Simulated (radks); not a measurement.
Results of a calculation; reference values are marked as such.
The dysprosium ion Dy2+ inside a hard spherical wall (all orbitals vanish at R), configuration held at [Xe] 4f10 and not refilled when levels cross. Level of theory: scalar-relativistic Kohn-Sham, LDA (Slater exchange, Perdew-Wang correlation), spin-polarised, spherical densities, point nucleus; open shells are filled with parallel spins first (spin-orbit coupling, left out, can overturn this in heavy ions) (a radial shooting solver on a logarithmic mesh with Libxc functionals). Eigenvalues in eV for spin up, with the zero of energy where the potential of the charges vanishes at infinity; a dash marks a level that is unbound or too diffuse for the functional's potential to be trusted. A positive occupied level is held by the wall or, in an anion where self-interaction has pushed it up, behind a barrier. The pressure on the wall is -dE/dV.

R (bohr)  E (hartree)  kinetic (hartree)    e(4d)    e(5s)    e(5p)    e(4f)  e(6s, empty)  e(5d, empty)  pressure (GPa)
free      -12148.7856          13104.991  -168.25  -64.012  -40.154  -18.565       -14.608       -13.937               0
15        -12148.7856          13104.991  -168.25  -64.012  -40.154  -18.565       -14.608       -13.937        < 0.0001
12        -12148.7856          13104.991  -168.25  -64.012  -40.154  -18.565       -14.608       -13.937        < 0.0001
8         -12148.7855          13104.992  -168.25  -64.011  -40.154  -18.564       -14.577       -13.930        0.000581
5         -12148.7818          13105.028  -168.05  -63.871  -40.026  -18.381       -12.578       -13.356           0.804
3         -12148.2675          13108.523  -161.44  -58.911  -34.559  -12.097        17.273        -2.511             350
2         -12141.1284          13141.356  -128.71  -27.387    3.714   20.147        151.27        52.117           12700
